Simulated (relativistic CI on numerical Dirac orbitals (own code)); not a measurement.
**Nd²⁺ (4f4) in a crystal field**

Calculated by Dirac-Coulomb-Breit CI, orbitals from a KLI potential per configuration, a model potential for QED, valence Slater integrals scaled by 0.85, one configuration in a parametric crystal field (own radial code).

Field parameters in Wybourne normalisation; cubic f-shell fields have B⁴₄ = √(5/14) B⁴₀ and B⁶₄ = −√(7/2) B⁶₀. The field is a parameter set, without covalency.

S and J are read from ⟨S²⟩ = S(S + 1) and ⟨J²⟩ = J(J + 1) of each level; they are not fictitious spins.

C2v, B20 = 20, B22 = -50, B40 = 220, B42 = -150, B44 = 390, B60 = -210, B62 = -150, B64 = 50, B66 = -230 cm⁻¹, the lowest 10 levels:

| E (cm⁻¹) | Degeneracy | S | J |
| --- | --- | --- | --- |
| 0.0 | 1 | 1.98 | 4.01 |
| 0.2 | 1 | 1.98 | 4.01 |
| 2.4 | 1 | 1.98 | 4.00 |
| 62.0 | 1 | 1.98 | 4.00 |
| 64.0 | 1 | 1.98 | 4.00 |
| 77.1 | 1 | 1.98 | 4.00 |
| 80.6 | 1 | 1.98 | 4.00 |
| 100 | 1 | 1.98 | 4.01 |
| 127 | 1 | 1.98 | 4.00 |
| 1130 | 1 | 1.99 | 5.00 |

Oh, B40 = 1070, B60 = 340 cm⁻¹, the lowest 16 levels:

| E (cm⁻¹) | Degeneracy | Irrep | S | J |
| --- | --- | --- | --- | --- |
| 0.0 | 3 | T2 | 1.98 | 4.01 |
| 76.6 | 1 | A1 | 1.98 | 4.01 |
| 142 | 3 | T1 | 1.98 | 4.03 |
| 218 | 2 | E | 1.98 | 4.02 |
| 1203 | 3 | T1 | 1.99 | 4.99 |
| 1206 | 3 | T2 | 1.99 | 5.01 |
| 1214 | 2 | E | 1.99 | 4.99 |
| 1280 | 3 | T1 | 1.99 | 5.01 |
| 2412 | 1 | A1 | 1.99 | 6.00 |
| 2423 | 3 | T1 | 1.99 | 5.99 |
| 2430 | 3 | T2 | 1.99 | 6.00 |
| 2433 | 1 | A2 | 1.99 | 6.00 |
| 2488 | 3 | T2 | 1.99 | 6.01 |
| 2489 | 2 | E | 1.99 | 6.01 |
| 3706 | 3 | T1 | 1.99 | 7.00 |
| 3728 | 3 | T2 | 1.99 | 7.00 |

D3h, B20 = -50, B40 = -490, B60 = -420, B66 = 150 cm⁻¹, the lowest 16 levels:

| E (cm⁻¹) | Degeneracy | S | J |
| --- | --- | --- | --- |
| 0.0 | 2 | 1.98 | 4.00 |
| 32.5 | 2 | 1.98 | 4.00 |
| 35.4 | 2 | 1.98 | 4.00 |
| 65.3 | 1 | 1.98 | 4.00 |
| 83.2 | 1 | 1.98 | 4.01 |
| 133 | 1 | 1.98 | 4.00 |
| 1129 | 1 | 1.99 | 5.00 |
| 1132 | 2 | 1.99 | 5.01 |
| 1147 | 2 | 1.99 | 5.00 |
| 1153 | 2 | 1.99 | 5.00 |
| 1172 | 2 | 1.99 | 5.00 |
| 1181 | 1 | 1.99 | 4.99 |
| 1185 | 1 | 1.99 | 5.00 |
| 2351 | 1 | 1.99 | 6.00 |
| 2356 | 1 | 1.99 | 6.01 |
| 2361 | 1 | 1.99 | 6.00 |

Oh, B40 = -360, B60 = -270 cm⁻¹, the lowest 16 levels:

```csv
E (cm⁻¹),Degeneracy,Irrep,S,J
0.0,2,E,1.98,4.01
53.3,3,T1,1.98,4.02
144,3,T2,1.98,4.00
159,1,A1,1.98,4.01
1162,3,T1,1.99,5.00
1195,2,E,1.99,5.00
1211,3,T2,1.99,5.00
1222,3,T1,1.99,4.99
2389,3,T2,1.99,6.00
2398,2,E,1.99,6.00
2433,3,T1,1.99,6.00
2438,3,T2,1.99,6.00
2442,1,A1,1.99,6.00
2448,1,A2,1.99,6.00
3705,3,T2,1.99,7.00
3708,3,T1,1.99,7.00
```

Oh, B40 = 360, B60 = 320 cm⁻¹, the lowest 16 levels:

| E (cm⁻¹) | Degeneracy | Irrep | S | J |
| --- | --- | --- | --- | --- |
| 0.0 | 1 | A1 | 1.98 | 4.01 |
| 30.6 | 3 | T2 | 1.98 | 4.01 |
| 91.8 | 3 | T1 | 1.98 | 4.03 |
| 189 | 2 | E | 1.98 | 4.01 |
| 1174 | 3 | T2 | 1.99 | 5.00 |
| 1192 | 3 | T1 | 1.99 | 5.00 |
| 1195 | 2 | E | 1.99 | 5.01 |
| 1240 | 3 | T1 | 1.99 | 5.00 |
| 2394 | 1 | A2 | 1.99 | 6.00 |
| 2405 | 3 | T2 | 1.99 | 6.00 |
| 2408 | 1 | A1 | 1.99 | 6.00 |
| 2410 | 3 | T1 | 1.99 | 6.00 |
| 2451 | 2 | E | 1.99 | 6.00 |
| 2453 | 3 | T2 | 1.99 | 6.00 |
| 3705 | 1 | A2 | 1.99 | 7.00 |
| 3710 | 3 | T2 | 1.99 | 7.00 |

The next free-ion level lies 1105 cm⁻¹ above the lowest; the field splits the ground level into components whose J stays near 4 as long as their spread is small against that gap.

Levels of this model without a field, named by their leading LS term: 5I_4 0, 5I_5 1105, 5I_6 2328, 5I_7 3635, 5I_8 5000, 5F_1 11581, 5F_2 11951, 5F_3 12598 cm⁻¹.
